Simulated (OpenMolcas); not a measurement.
Computed transition rates of neutral beryllium

* Program: OpenMolcas 26.06
* Method: SS-CASPT2, IPEA 0.25 Eh, imaginary shift 0.1 Eh (closed shells correlated: 1s)
* Basis: ANO-RCC-VTZP [4s3p2d1f]
* Scalar Hamiltonian: DKH2, point nucleus
* Active space: 2 electrons in 4 orbitals (2s 2p)
* State averaging: 2S+1 = 3 even, 3 roots; 2S+1 = 1 even, 6 roots kept (CI in the orbitals of an earlier block); 2S+1 = 3 odd, 3 roots; 2S+1 = 1 odd, 3 roots kept (CI in the orbitals of an earlier block)
* Spin-orbit coupling: state interaction with AMFI integrals over the reference wave functions, term energies averaged over their components

Rates come from the transition moments of the reference wave functions (E1 and E2 in the length form). At fixed line strength A goes as λ^-3 for E1 and M1 and as λ^-5 for E2, so a rate at the computed wavelength can be rescaled to the measured one. Measured vacuum wavelengths follow from level energies in NIST Handbook of Basic Atomic Spectroscopic Data. Branching counts decays inside the model space alone, at computed energies, and the table is only a selection of the E1 lines, drawn from those between levels with measured partners whose computed energy lies within a factor of 1.5 of the measured one.

```csv
Upper,Lower,Type,λ computed (nm),λ measured (nm),A computed (s-1),A rescaled (s-1),Branching %
2s 2p ¹P°₁,2s² ¹S₀,E1,217.2,234.9,5.40e+08,4.27e+08,100.0
2p² ³P₀,2s 2p ³P°₁,E1,261.4,265.1,5.33e+08,5.11e+08,100.0
2p² ³P₂,2s 2p ³P°₂,E1,261.4,265.1,4.00e+08,3.83e+08,75.0
2p² ³P₁,2s 2p ³P°₂,E1,261.5,265.2,2.22e+08,2.13e+08,41.7
2p² ³P₁,2s 2p ³P°₀,E1,261.4,265.1,1.78e+08,1.71e+08,33.3
2p² ³P₂,2s 2p ³P°₁,E1,261.4,265.1,1.33e+08,1.28e+08,25.0
2p² ³P₁,2s 2p ³P°₁,E1,261.4,265.1,1.33e+08,1.28e+08,25.0
2p² ¹D₂,2s 2p ¹P°₁,E1,587.2,698.5,4.70e+07,2.79e+07,100.0
2s 2p ³P°₁,2s² ¹S₀,E1,451.7,455,1.34e-01,,100.0
```

Spin-changing lines and M1 lines between different terms are not rescaled, since their strength hangs on the term gaps too.

The largest correction is for 2p² ¹D₂ → 2s 2p ¹P°₁ (E1): 4.70e+07 × (587.2 / 698.5)^3 = 2.79e+07 s-1, a factor of 0.59.

The computed order of these levels differs from the measured one in 1 place, and where term gaps are wrong the rates of spin-changing lines can be off by large factors.

No measured rate stands beside these. Rescaling mends the energy factor alone: line strengths can still be far off where a level mixes with configurations outside the active space, and weak or spin-changing lines hang on small mixing coefficients that depend on the term gaps too, so rescaling need not improve them.

Terms from blocks run as CI alone lack orbitals of their own. Measured partners are found by configuration, term and J. A level has none where our copy of the source lacks it or the pairing is in doubt (some pairs that miss far off the trend of their configuration count as doubtful). Only configurations of the active space appear.

° marks odd parity.
